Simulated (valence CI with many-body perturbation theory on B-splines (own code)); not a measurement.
# Forbidden lines of Sm⁵⁷⁺

Calculated by valence CI with perturbative core correlation (CI+MBPT): three valence electrons over a frozen Dirac-Fock core [He], radial functions for each j: 11 s, 11 p, 9 d, 7 f, 5 g, 2 h, 1 i, with the one-electron correlation potential Σ1, the two-electron term Σ2, the three-electron term Σ3, Breit, model QED; selected CI, second order for the rest (own B-spline code, finite nucleus).

The last digits are not significant, and no measured levels were compared; by estimate large intervals hold to a few tenths of a per cent, small ones and those within an open d or f shell to about a per cent.

Lines 1 to 29 of 29 in falling wavelength, among levels below 8483.0 eV, chosen from the decays that carry over 1 % of a level's rate. Wavelengths and rates use the calculated energies. Electric multipoles are in the length gauge, E1 and E2 with the static RPA response of the core. S is in atomic units (e²a₀⁴ for E2 and M2, e²a₀⁶ for E3), for M1 in squared Bohr magnetons. Weak lines are less certain than strong ones. Lines between different terms over intervals too small for the method are left out, as are lines whose strength nearly cancels. The highest levels of a list are the least certain.

Levels are named by their leading jj configuration (3d3/2^4 stands for four electrons in 3d with j = 3/2), which in mixed levels can hold well under half, so a name can repeat and another be missing. Letters in brackets count levels of one name in rising energy.

| λ vac (nm) | Upper | Lower | Type | A (s⁻¹) | S (a.u.) |
| --- | --- | --- | --- | --- | --- |
| 2.072 | (2s 2p1/2 2p3/2) J=3/2 [a] | (2s 2p1/2^2) J=1/2 | M1 | 1.34e+09 | 1.77e+00 |
| 1.990 | (2s 2p3/2 3d5/2) J=9/2 | (2s 2p1/2 3d5/2) J=7/2 | M1 | 1.28e+09 | 3.74e+00 |
| 1.880 | (2s^2 2p3/2) J=3/2 | (2s^2 2p1/2) J=1/2 | M1 | 1.31e+09 | 1.29e+00 |
| 0.1913 | (2s^2 3p1/2) J=1/2 | (2s^2 2p3/2) J=3/2 | E2 | 1.04e+12 | 4.74e-05 |
| 0.1891 | (2s 2p3/2 3p3/2) J=7/2 | (2s 2p3/2^2) J=3/2 | E2 | 2.90e+10 | 5.02e-06 |
| 0.1866 | (2s 2p3/2 3p3/2) J=7/2 | (2s 2p3/2^2) J=5/2 | E2 | 3.44e+11 | 5.55e-05 |
| 0.1863 | (2s 2p3/2 3p3/2) J=1/2 [b] | (2s 2p3/2^2) J=3/2 | E2 | 5.98e+11 | 2.39e-05 |
| 0.1861 | (2s 2p1/2 3p3/2) J=5/2 | (2s 2p1/2 2p3/2) J=5/2 | E2 | 2.83e+11 | 3.39e-05 |
| 0.1856 | (2s^2 3p3/2) J=3/2 | (2s^2 2p3/2) J=3/2 | E2 | 5.13e+11 | 4.04e-05 |
| 0.1839 | (2s 2p3/2 3d5/2) J=9/2 | (2s 2p3/2^2) J=5/2 | M2 | 1.99e+10 | 3.73e-06 |
| 0.1839 | (2s 2p3/2 3d5/2) J=9/2 | (2s 2p3/2^2) J=5/2 | E3 | 1.14e+09 | 2.57e-06 |
| 0.1838 | (2s 2p3/2 3p3/2) J=1/2 [b] | (2s 2p3/2^2) J=5/2 | E2 | 2.07e+11 | 7.76e-06 |
| 0.1702 | (2s 2p3/2 3p3/2) J=7/2 | (2s 2p1/2 2p3/2) J=5/2 | E2 | 2.72e+11 | 2.77e-05 |
| 0.1699 | (2s 2p1/2 3p3/2) J=5/2 | (2s 2p1/2^2) J=1/2 | E2 | 5.68e+11 | 4.31e-05 |
| 0.1693 | (2s 2p3/2 3p3/2) J=7/2 | (2s 2p1/2 2p3/2) J=3/2 [a] | E2 | 4.21e+11 | 4.18e-05 |
| 0.1692 | (2s 2p3/2 3p3/2) J=1/2 [b] | (2s 2p1/2 2p3/2) J=3/2 [b] | E2 | 5.96e+11 | 1.48e-05 |
| 0.1690 | (2s^2 3p3/2) J=3/2 | (2s^2 2p1/2) J=1/2 | E2 | 6.16e+11 | 3.03e-05 |
| 0.1679 | (2s 2p3/2 3d5/2) J=9/2 | (2s 2p1/2 2p3/2) J=5/2 | M2 | 6.03e+09 | 7.18e-07 |
| 0.1679 | (2s 2p3/2 3d5/2) J=9/2 | (2s 2p1/2 2p3/2) J=5/2 | E3 | 1.03e+09 | 1.23e-06 |
| 0.1671 | (2s 2p3/2 3d5/2) J=9/2 | (2s 2p1/2 2p3/2) J=3/2 [a] | E3 | 1.98e+09 | 2.29e-06 |
| 0.1654 | (2p1/2 2p3/2 3d3/2) J=5/2 [a] | (2s 2p1/2 2p3/2) J=1/2 | E2 | 9.40e+11 | 6.24e-05 |
| 0.1651 | (2p1/2 2p3/2 3d3/2) J=7/2 | (2s 2p1/2 2p3/2) J=3/2 [b] | E2 | 1.18e+12 | 1.04e-04 |
| 0.1641 | (2p1/2^2 3d3/2) J=3/2 | (2s 2p1/2^2) J=1/2 | E2 | 2.96e+12 | 1.26e-04 |
| 0.1639 | (2p1/2 2p3/2 3d3/2) J=7/2 | (2s 2p1/2 2p3/2) J=5/2 | E2 | 1.46e+12 | 1.23e-04 |
| 0.1634 | (2p1/2 2p3/2 3d3/2) J=5/2 [a] | (2s 2p1/2 2p3/2) J=3/2 [a] | E2 | 1.40e+12 | 8.77e-05 |
| 0.1633 | (2p1/2 2p3/2 3d3/2) J=1/2 [a] | (2s 2p1/2 2p3/2) J=3/2 [a] | E2 | 2.71e+12 | 5.63e-05 |
| 0.1631 | (2p1/2 2p3/2 3d3/2) J=7/2 | (2s 2p1/2 2p3/2) J=3/2 [a] | E2 | 3.40e+11 | 2.80e-05 |
| 0.1627 | (2p1/2 2p3/2 3d5/2) J=9/2 | (2s 2p1/2 2p3/2) J=5/2 | E2 | 3.11e+12 | 3.17e-04 |
| 0.1623 | (2p1/2 2p3/2 3d5/2) J=7/2 [a] | (2s 2p1/2 2p3/2) J=3/2 [a] | E2 | 2.73e+12 | 2.20e-04 |
